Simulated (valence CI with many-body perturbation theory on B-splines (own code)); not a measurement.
E1 transitions of As XXI

Computed by configuration interaction combined with many-body perturbation theory (CI+MBPT): three valence electrons over a frozen Dirac-Fock core [Ne], radial functions for each j: 11 s, 11 p, 9 d, 7 f, 5 g, 2 h, 1 i, with the one-electron correlation potential Σ1 (screened to all orders), the two-electron term Σ2, the three-electron term Σ3, Breit, model QED; selected single and double excitations, second order for the rest (own B-spline code, finite nucleus).

No measured spectrum was set against this ion. As an estimate, levels of excited configurations hold to 0.05 to 0.15 % of their energy, terms of the ground configuration to about 0.5 %.

Lines 201 to 250 of 276 in falling wavelength, among levels below 1712300 cm⁻¹, chosen from the strongest by gf and those to the six lowest levels. Wavelengths and rates use the calculated energies, so an error of 400 cm⁻¹ moves a line at 142.3 Å by 0.057 % and its rate by three times that or more. Electric multipoles are in the length gauge, E1 and E2 with the static RPA response of the core. Weak lines are less certain than strong ones. Lines between different terms over intervals too small for the method are left out, as are lines whose strength nearly cancels. The highest levels of a list are the least certain.

Names give the largest LS component (configuration and term), which can be under half, so a name can repeat, a term be missing and a line seem to break the LS rules; names also repeat where a configuration has a term twice. Letters in brackets count levels of one name in rising energy.

```tsv
λ vac (Å)	Upper	Lower	A (s⁻¹)	S (a.u.) with core polarisation	S without
142.3	3s3p3d ²D°_5/2 [a]	3s3p² ⁴P_5/2	9.89e+08	8.43e-03	8.65e-03
141.9	3s3p3d ⁴D°_3/2	3s3p² ⁴P_1/2	4.11e+10	2.32e-01	2.39e-01
141.6	3s3p3d ⁴D°_1/2	3s3p² ⁴P_1/2	6.54e+10	1.83e-01	1.89e-01
140.3	3s3p3d ⁴D°_5/2	3s3p² ⁴P_3/2	1.75e+10	1.43e-01	1.47e-01
139.9	3s3p3d ⁴P°_3/2	3s3p² ⁴P_3/2	3.19e+10	1.72e-01	1.78e-01
139.9	3s3p3d ⁴P°_1/2	3s3p² ⁴P_3/2	4.54e+10	1.23e-01	1.26e-01
139.6	3s3d² ⁴F_3/2	3s3p3d ⁴F°_5/2	7.84e+09	4.21e-02	4.33e-02
139.0	3s3p3d ²P°_1/2 [b]	3s3p² ²P_1/2	3.44e+10	9.11e-02	9.38e-02
138.8	3s²3d ²D_3/2	3s²3p ²P°_1/2	5.69e+10	3.01e-01	3.10e-01
137.8	3s3p3d ²F°_5/2 [a]	3s3p² ⁴P_5/2	4.27e+08	3.31e-03	3.42e-03
137.6	3p²3d ²D_5/2 [a]	3p³ ²D°_3/2	6.86e+09	5.30e-02	5.45e-02
137.2	3s3p3d ²D°_3/2 [a]	3s3p² ⁴P_3/2	5.37e+05	2.74e-06	2.68e-06
137.0	3s3d² ⁴F_3/2	3s3p3d ⁴F°_3/2	3.44e+10	1.75e-01	1.80e-01
137.0	3s3p3d ²D°_5/2 [a]	3s3p² ⁴P_3/2	5.15e+07	3.92e-04	4.03e-04
136.4	3s3p3d ²P°_3/2 [b]	3s3p² ²P_1/2	7.47e+09	3.74e-02	3.85e-02
135.6	3s3p3d ²P°_3/2 [a]	3s3p² ²D_3/2	7.84e+08	3.85e-03	3.98e-03
134.9	3p²3d ²F_5/2 [b]	3p³ ⁴S°_3/2	1.29e+10	9.34e-02	9.60e-02
134.1	3s3p3d ⁴P°_1/2	3s3p² ⁴P_1/2	6.11e+07	1.45e-04	1.49e-04
132.9	3s3p3d ²F°_7/2 [b]	3s3p² ²D_5/2	3.51e+10	3.26e-01	3.35e-01
132.9	3s3p3d ²F°_5/2 [a]	3s3p² ⁴P_3/2	1.01e+09	6.99e-03	7.20e-03
131.5	3s3p3d ²D°_3/2 [a]	3s3p² ⁴P_1/2	2.71e+09	1.22e-02	1.25e-02
129.9	3s3p3d ²P°_1/2 [a]	3s3p² ²D_3/2	1.01e+09	2.18e-03	2.26e-03
129.8	3s3p3d ²F°_7/2 [a]	3s3p² ⁴P_5/2	3.91e+09	3.37e-02	3.48e-02
129.1	3s3p3d ²F°_5/2 [b]	3s3p² ²D_3/2	3.97e+10	2.53e-01	2.60e-01
128.7	3p²3d ²F_5/2 [b]	3p³ ²D°_3/2	3.76e+10	2.38e-01	2.44e-01
128.6	3p²3d ²F_7/2 [b]	3p³ ²D°_5/2	4.60e+10	3.86e-01	3.97e-01
125.4	3s3p3d ²P°_1/2 [b]	3s3p² ²D_3/2	1.83e+07	3.57e-05	3.66e-05
124.4	3s3p3d ²D°_3/2 [b]	3s3p² ²D_3/2	4.42e+08	1.68e-03	1.73e-03
123.5	3s3p3d ²D°_5/2 [b]	3s3p² ²D_3/2	6.00e+05	3.35e-06	3.01e-06
123.3	3s3p3d ²P°_3/2 [b]	3s3p² ²D_3/2	1.41e+09	5.24e-03	5.40e-03
123.3	3s3p3d ²P°_3/2 [a]	3s3p² ⁴P_5/2	3.43e+07	1.27e-04	1.30e-04
119.3	3s3p3d ²P°_3/2 [a]	3s3p² ⁴P_3/2	2.95e+07	9.90e-05	1.02e-04
118.8	3s3p3d ²F°_7/2 [b]	3s3p² ⁴P_5/2	2.51e+09	1.66e-02	1.71e-02
118.0	3s3p3d ²F°_5/2 [b]	3s3p² ⁴P_5/2	2.53e+07	1.23e-04	1.26e-04
115.0	3s3p3d ²P°_3/2 [a]	3s3p² ⁴P_1/2	1.84e+09	5.52e-03	5.69e-03
114.9	3s3p3d ²P°_1/2 [a]	3s3p² ⁴P_3/2	7.60e+07	1.14e-04	1.17e-04
114.3	3s3p3d ²F°_5/2 [b]	3s3p² ⁴P_3/2	9.45e+07	4.18e-04	4.30e-04
114.0	3s3p3d ²D°_3/2 [b]	3s3p² ⁴P_5/2	3.23e+06	9.47e-06	9.86e-06
113.3	3s3p3d ²D°_5/2 [b]	3s3p² ⁴P_5/2	3.67e+08	1.58e-03	1.63e-03
113.1	3s3p3d ²P°_3/2 [b]	3s3p² ⁴P_5/2	1.79e+08	5.12e-04	5.28e-04
111.4	3s3p3d ²P°_1/2 [b]	3s3p² ⁴P_3/2	9.46e+06	1.29e-05	1.33e-05
110.9	3s3p3d ²P°_1/2 [a]	3s3p² ⁴P_1/2	6.67e+08	8.98e-04	9.27e-04
110.6	3s3p3d ²D°_3/2 [b]	3s3p² ⁴P_3/2	1.85e+08	4.95e-04	5.10e-04
109.9	3s3p3d ²D°_5/2 [b]	3s3p² ⁴P_3/2	2.16e+08	8.49e-04	8.75e-04
109.8	3s3p3d ²P°_3/2 [b]	3s3p² ⁴P_3/2	1.26e+07	3.29e-05	3.40e-05
107.7	3s3p3d ²P°_1/2 [b]	3s3p² ⁴P_1/2	2.28e+07	2.80e-05	2.90e-05
106.9	3s3p3d ²D°_3/2 [b]	3s3p² ⁴P_1/2	5.54e+07	1.34e-04	1.38e-04
106.1	3s3p3d ²P°_3/2 [b]	3s3p² ⁴P_1/2	8.39e+05	1.98e-06	2.02e-06
71.30	3p²3d ⁴F_3/2	3s²3p ²P°_3/2	3.36e+06	2.40e-06	2.48e-06
70.64	3p²3d ²F_5/2 [a]	3s²3p ²P°_3/2	6.94e+05	7.24e-07	7.57e-07
```
